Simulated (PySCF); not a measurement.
Compound: C₃H₁₀F₂Si₂.
SMILES: `FC(F)[C@@H]([SiH3])C[SiH3]`

Torsions of this conformer, `[F:1][CH:2]([F:3])[C@@H:4]([SiH3:5])[CH2:6][SiH3:7]`: F1–C2–C4–Si5 -56°, C2–C4–C6–Si7 176°.

The closed-shell ground state was solved at several levels (PySCF, density fitting, gas phase, non-relativistic). One conformer (not necessarily the lowest) at the PBE0-D3(BJ)/def2-SVP geometry, without solvent, vibrations or thermal averaging.

```
         level  basis functions  HOMO (eV)  LUMO (eV)  gap (eV)  dipole (D)
 PBE0/pcSseg-1              183      -8.70       0.42      9.12        1.90
PBE0/def2-SVPD              234      -8.68       0.18      8.86        1.93
```

Question: What might KT2/pcSseg-1 (183 basis functions) give for the same quantities?

Answer: HOMO -7.45 eV, LUMO -0.55 eV, gap 6.90 eV, dipole 1.77 D.

Question: Over all these levels, which gives the widest orbital gap and which the narrowest?

Answer: PBE0/pcSseg-1 (global hybrid, 25 % exact exchange) has the widest, 9.12 eV, and KT2/pcSseg-1 (GGA) the narrowest, 6.90 eV. The two share the basis. From the narrowest to the widest the HOMO moves by -1.25 eV and the LUMO by +0.97 eV.

Question: How far do the dipole and the HOMO energy spread over the levels?

Answer: The dipole runs from 1.77 to 1.93 D (mean 1.87 D) and the HOMO from -8.70 to -7.45 eV.
